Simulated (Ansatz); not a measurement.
Isolated molecules relaxed with PBE0-D4/def2-TZVP in Ansatz; ΔE leaves out vibrations. CCSD(T)/CBS is the MP2 limit (def2-TZVPP, def2-QZVPP) plus CCSD(T) − MP2 in def2-TZVPP, frozen cores. This one scheme is used for every species. DFT in def2-TZVPP. B3LYP here is the variant with VWN-RPA as its local correlation; programs differ in this. For Ge outer-core shells are correlated without core-valence functions, which leaves a few kJ/mol of doubt a bond. Scalar relativity is left out up to krypton. One conformer a species, not always the lowest.

Consider the formal hydrolysis of a Ge–O bond: `C[NH][GeH]([Cl])[O]C` + H₂O → `C[NH][GeH]([OH])[Cl]` + CH₃OH.

Problem. Is it downhill or uphill in electronic energy at CCSD(T)/CBS, and by how much? (Best estimate.)

Solution. Ansatz gave: Uphill: ΔE = +0.04 eV.

Problem. What do these levels give: PBE-D4, PBE0-D4, B3LYP-D4, B2PLYP, PBE, r2SCAN, MP2/def2-TZVPP, SCS-MP2/def2-TZVPP, CCSD/def2-TZVPP, HF/def2-QZVPP, HF/CBS(def2), MP2/CBS(def2)? (Estimate.)

Solution. Ansatz gave: PBE-D4 0.00, PBE0-D4 0.00, B3LYP-D4 0.02, B2PLYP -0.02, PBE -0.05, r2SCAN -0.02, MP2/def2-TZVPP 0.04, SCS-MP2/def2-TZVPP 0.02, CCSD/def2-TZVPP 0.01, HF/def2-QZVPP -0.07, HF/CBS(def2) -0.07, MP2/CBS(def2) 0.05 eV.

Largest T1 diagnostic among the species: 0.011.

The D4 term adds +0.07 eV with B3LYP and +0.04 eV with PBE0; it sums over pairs of atoms, weighted by their polarisabilities, and B3LYP, whose exchange is more repulsive, gets the larger term. In def2-TZVPP, CCSD(T) changes the Hartree–Fock value by +0.09 eV (the triples alone add +0.02 eV) and MP2 by +0.11 eV.
